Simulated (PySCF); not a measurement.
## Working out the ionisation energy of Sn⁺

Sn⁺ [Kr] 4d10 5s2 5p1 (2P) → Sn²⁺ [Kr] 4d10 5s2 (1S). All numbers are calculated (PySCF 2.14, a scalar-relativistic core potential, in aug-cc-pVTZ-PP with one added diffuse shell each of d, f type with ECP28MDF (6s5p5d3f, 67 functions)). Frozen: 4s2 4p6 4d10. Energies in hartree (1 hartree = 27.21139 eV):

| part | Sn⁺ (lower) | Sn²⁺ (upper) |
| --- | --- | --- |
| UHF | -213.088510 | -212.583300 |
| CCSD correlation | -0.044172 | -0.034164 |
| (T) | -0.000676 | 0.000000 |

Problem. What does Hartree-Fock give?

Solution. (-212.583300) − (-213.088510) = 0.505210 hartree = 13.747 eV.

Problem. What do CCSD and CCSD(T) give?

Solution. The CCSD correlation energies differ by 0.010008 hartree = 0.272 eV and the triples by 0.000676 hartree = 0.018 eV, so CCSD gives 14.019 eV and CCSD(T) 14.037 eV.

Measured between the centres of the two terms (NIST): 14.282 eV, so CCSD(T) (valence) is off by -0.245 eV.

What remains against the reference includes basis incompleteness, the frozen core and higher excitations.
